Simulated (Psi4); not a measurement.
AlCl3, triplet, geometry from GFN2-xTB (such geometries of metal compounds can be far from the true shape) (a higher spin typed on purpose: for a closed-shell molecule this is an excited state); CCSD/STO-3G (Psi4).

The Psi4 input:
```
memory 2 GB

molecule mol {
0 3
  Al    0.423319    0.428323   -0.041893
  Cl   -1.240930   -1.004886    0.019170
  Cl   -0.327072    2.132425   -0.985917
  Cl    1.244287   -1.455080    0.998783
}

set basis sto-3g
set reference uhf

energy('ccsd')
print_variables()
```

Output, abridged:

```
   => Loading Basis Set <=

    Name: STO-3G
    Role: ORBITAL
    Keyword: BASIS

         ---------------------------------------------------------
                                   SCF
               by Justin Turney, Rob Parrish, Andy Simmonett
                          and Daniel G. A. Smith
                              UHF Reference
         ---------------------------------------------------------

  ==> Geometry <==

    Molecular point group: c1
    Full point group: C1

    Geometry (in Angstrom), charge = 0, multiplicity = 3:

       Center              X                  Y                   Z               Mass
    ------------   -----------------  -----------------  -----------------  -----------------
         AL           0.422546710721     0.427541424148    -0.041816606228    26.981538530000
         CL          -1.241702289279    -1.005667575852     0.019246393772    34.968852682000
         CL          -0.327844289279     2.131643424148    -0.985840606228    34.968852682000
         CL           1.243514710721    -1.455861575852     0.998859393772    34.968852682000

  Running in c1 symmetry.

  Rotational constants: A =      0.15195  B =      0.04846  C =      0.03674 [cm^-1]
  Rotational constants: A =   4555.19961  B =   1452.79982  C =   1101.49697 [MHz]
  Nuclear repulsion =  296.042494948185208

  Charge       = 0
  Multiplicity = 3
  Electrons    = 64
  Nalpha       = 33
  Nbeta        = 31

  ==> Algorithm <==

  SCF Algorithm Type is PK.
  DIIS enabled.
  MOM disabled.
  Fractional occupation disabled.
  Guess Type is SAD.
  Energy threshold   = 1.00e-08
  Density threshold  = 1.00e-08
  Integral threshold = 1.00e-12

  ==> Primary Basis <==

  Basis Set: STO-3G
    Blend: STO-3G
    Number of shells: 20
    Number of basis functions: 36
    Number of Cartesian functions: 36
    Spherical Harmonics?: true
    Max angular momentum: 1

  ==> Integral Setup <==

  Using in-core PK algorithm.
   Calculation information:
      Number of atoms:                   4
      Number of AO shells:              20
      Number of primitives:             60
      Number of atomic orbitals:        36
      Number of basis functions:        36

      Integral cutoff                 1.00e-12
      Number of threads:                 1

  Performing in-core PK
  Using 444222 doubles for integral storage.
  We computed 14029 shell quartets total.
  Whereas there are 22155 unique shell quartets.

  ==> DiskJK: Disk-Based J/K Matrices <==

[...]
  @UHF Final Energy: -1602.81987704935409
    Total Energy =                      -1602.8198770493540906
[...]
             25   0        -0.0077768625
             30   1         0.0077180528
             30   3        -0.0056249048

    Largest TIJAB Amplitudes:
     32  30   2   0         0.0146279371
     32  31   2   1        -0.0087759831
     28  27   1   0        -0.0083571319
     31  30   1   0         0.0074224661
     30  27   2   0         0.0073036715
     27  26   2   1        -0.0071371027
     32  28   1   0         0.0067671265
     30  26   2   0         0.0064076088
     19  18   2   0         0.0059168569
     18  17   2   1         0.0057310108

    Largest Tijab Amplitudes:
     28  25   1   0         0.0637123996
     28  27   3   0        -0.0281214451
     28  23   1   0        -0.0273658386
     30  28   1   0        -0.0241635758
     28  26   2   0         0.0240928758
     28  25   4   0        -0.0236417997
     28  27   1   0        -0.0213184616
     30  25   1   0        -0.0175825315
     29  27   2   1        -0.0174990283
     28  25   3   0         0.0152492296

    Largest TIjAb Amplitudes:
     32  23   0   2        -0.0428820660
     27  28   1   0         0.0422328484
     32  28   1   0         0.0339002697
     32  28   2   0         0.0336343161
     28  28   0   0        -0.0299796441
     32  27   0   2        -0.0243900451
     32  27   1   1         0.0229933967
     30  27   0   1        -0.0224870374
     32  27   2   1         0.0220780187
     32  23   1   1         0.0208845240

    SCF energy       (wfn)                    = -1602.819877049354091
    Reference energy (file100)                = -1602.819877049354091

    Opposite-spin MP2 correlation energy      =   -0.023781717169160
    Same-spin MP2 correlation energy          =   -0.008450117647035
    Singles MP2 correlation energy            =   -0.000000000000000
    MP2 correlation energy                    =   -0.032231834816195
      * MP2 total energy                      = -1602.852108884170320

    Opposite-spin CCSD correlation energy     =   -0.030833202289940
    Same-spin CCSD correlation energy         =   -0.011568924942703
    Singles CCSD correlation energy           =   -0.000000000000001
    CCSD correlation energy                   =   -0.042402127232644
      * CCSD total energy                     = -1602.862279176586753

  Variable Map:
  ----------------------------------------------------------------------------
[...]
  Array Variable Map:
  ----------------------------------------------------------------------------
[...]
[...]
```
